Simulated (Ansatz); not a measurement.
The cluster Mn3⁺ (the lowest multiplicity 13 isomer of a short search) was relaxed with PBE-D4 (def2-TZVP) in Ansatz in these states: charge +1 multiplicity 11, charge +1 multiplicity 13. The geometries follow in no particular order.

A:

```tsv
atom	x (Å)	y (Å)	z (Å)
Mn1	0.926	-0.792	0.550
Mn2	0.355	0.909	-0.914
Mn3	-1.281	-0.117	0.364
```

B:

| atom | x (Å) | y (Å) | z (Å) |
| --- | --- | --- | --- |
| Mn1 | -1.2087 | 0.4490 | -0.6901 |
| Mn2 | 0.9724 | -0.8399 | -0.6990 |
| Mn3 | 0.2363 | 0.3909 | 1.3891 |

Problem. Judge from the bond lengths which geometry belongs to which state (an estimate).

Solution. A is the charge +1 multiplicity 11 (Mn1–Mn2 2.316 Å, Mn2–Mn3 2.316 Å, Mn1–Mn3 2.316 Å); B is the charge +1 multiplicity 13 (Mn1–Mn2 2.533 Å, Mn2–Mn3 2.533 Å, Mn1–Mn3 2.533 Å).

At PBE-D4/def2-TZVP the charge 1 multiplicity 13 is spin-contaminated (final ⟨S²⟩ up to 42.26, 42.00 for a pure state). At PBE0-D4/def2-TZVP a multiplicity 13 lies 1.91 eV below the charge +1 multiplicity 11. These are the stationary points nearest to one start from a short search; other shapes may lie lower in each state.
